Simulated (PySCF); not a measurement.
SMILES ClC([SiH2][NH3+])Cl, [CH6Cl2NSi]+, charge +1

Geometry (Å), atoms numbered from 1 in this order:
```xyz
11

N     1.289   -0.415   -0.382
Si    0.163    0.894    0.395
C    -1.475   -0.023    0.163
Cl   -1.325   -1.555    1.062
Cl   -1.674   -0.279   -1.588
H     0.956   -0.616   -1.338
H     1.210   -1.298    0.143
H     2.282   -0.159   -0.436
H     0.353    2.080   -0.467
H     0.632    0.995    1.793
H    -2.366    0.503    0.534
```

Total charge +1.

Theory: GIAO BHandHLYP/3-21G magnetisability, rotational g tensor and spin-rotation constants, non-relativistic, gas phase (PySCF). Geometry: PBE0-D3(BJ)/def2-SVP.

For an ion the centre-of-mass motion in the field is neglected.

**Question.** What are the magnetisability and the molar susceptibility?

**Answer.** Isotropic -1305 × 10⁻³⁰ J/T², or -78.6 × 10⁻⁶ cm³/mol; principal values -1397, -1314, -1203 × 10⁻³⁰ J/T², anisotropy 169 × 10⁻³⁰ J/T² (root of half the summed squared differences of the principal values). The susceptibility is in cgs units.

**Question.** Split it along the inertial axes a, b, c into diamagnetic and paramagnetic parts about the centre of mass, with the quadrupole moment.

**Answer.** 
```
axis  χ (10⁻⁶ cm³/mol)  diamagnetic (10⁻⁶ cm³/mol)  paramagnetic (10⁻⁶ cm³/mol)  summed x² of all electrons (Å²)  quadrupole Θ (D Å)
   a             -74.9                      -554.0                        479.1                            108.2               +8.62
   b             -84.1                      -632.6                        548.5                             89.6              -13.92
   c             -76.7                      -839.3                        762.6                             40.9               +5.30
```
Anisotropies 2χaa − χbb − χcc = +11.1 and 2χbb − χaa − χcc = -16.7 × 10⁻⁶ cm³/mol. Θ is traceless in Buckingham's convention.

**Question.** And the rotational g tensor?

**Answer.** 
```csv
axis,rotational constant (GHz),g,nuclear part,electronic part
a,2.3918,-0.0037,0.5346,-0.5383
b,2.1284,+0.0192,0.5677,-0.5485
c,1.4777,+0.0003,0.5297,-0.5294
```
Asymmetric top; isotopes 12C, 35Cl, 1H, 14N, 28Si; no vibrational averaging.
